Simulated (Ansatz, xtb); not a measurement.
# C3H7FOSi: which of two isomers lies lower

We compare X, `F[C@@H]1CO[C@@H]1[SiH3]`, a singlet, with Y, `F[C@@H]1OC[C@@H]1[SiH3]`, a singlet. Both are isolated molecules in the gas phase, relaxed with B3LYP-D3(BJ)/def2-SVP.

Question: Which of the two would you expect CCSD(T)/def2-SVP + ΔMP2/def2-TZVPP electronic energies to favour?

Answer: Structure Y; the calculation gives E(Y) − E(X) = −11.8 kcal/mol.

The same difference at several levels:

```json
{"level": "GFN2-xTB", "geometry": "GFN2-xTB", "E(Y) − E(X) (kcal/mol)": "−5.1", "departure from the last row (kcal/mol)": "+6.7", "job, with rough time for the two": "optimisation, 0.27 s"}
{"level": "HF/STO-3G", "geometry": "GFN2-xTB", "E(Y) − E(X) (kcal/mol)": "−6.7", "departure from the last row (kcal/mol)": "+5.0", "job, with rough time for the two": "single point, 0.64 s"}
{"level": "r2SCAN-D4/def2-SVP", "geometry": "GFN2-xTB", "E(Y) − E(X) (kcal/mol)": "−12.7", "departure from the last row (kcal/mol)": "−0.9", "job, with rough time for the two": "single point, 4.8 s"}
{"level": "B3LYP-D3(BJ)/def2-SVP", "geometry": "B3LYP-D3(BJ)/def2-SVP", "E(Y) − E(X) (kcal/mol)": "−11.4", "departure from the last row (kcal/mol)": "+0.4", "job, with rough time for the two": "optimisation, 81 s"}
{"level": "HF/def2-SVP", "geometry": "B3LYP-D3(BJ)/def2-SVP", "E(Y) − E(X) (kcal/mol)": "−12.2", "departure from the last row (kcal/mol)": "−0.4", "job, with rough time for the two": "part of the CCSD(T) run"}
{"level": "MP2/def2-SVP", "geometry": "B3LYP-D3(BJ)/def2-SVP", "E(Y) − E(X) (kcal/mol)": "−13.4", "departure from the last row (kcal/mol)": "−1.6", "job, with rough time for the two": "part of the CCSD(T) run"}
{"level": "CCSD(T)/def2-SVP", "geometry": "B3LYP-D3(BJ)/def2-SVP", "E(Y) − E(X) (kcal/mol)": "−12.5", "departure from the last row (kcal/mol)": "−0.8", "job, with rough time for the two": "single point"}
{"level": "CCSD(T)/def2-SVP + ΔMP2/def2-TZVPP", "geometry": "B3LYP-D3(BJ)/def2-SVP", "E(Y) − E(X) (kcal/mol)": "−11.8", "departure from the last row (kcal/mol)": "", "job, with rough time for the two": "single point, 68 s"}
```

As drawn, both hold the same kinds of bond in the same numbers.

The levels shown agree on the order. The largest departure from CCSD(T)/def2-SVP + ΔMP2/def2-TZVPP is that of GFN2-xTB, 6.7 kcal/mol. The last row adds to CCSD(T) the change of the MP2 difference between the two basis sets, here +0.8 kcal/mol.

With thermal terms from frequencies at re-optimised GFN2-xTB minima (ideal gas, soft modes damped towards free rotors, one conformer each, 298.15 K, 1 atm): on the last row, ΔE + ΔZPE = −11.5, ΔH = −11.6, ΔG = −11.5 kcal/mol.

The correlated steps freeze 10 core orbitals. Programs: Ansatz 0.2.0, xtb 6.7.1; the last row on 2 threads of Intel(R) Xeon(R) Platinum 8488C (Sapphire Rapids) on a shared host.
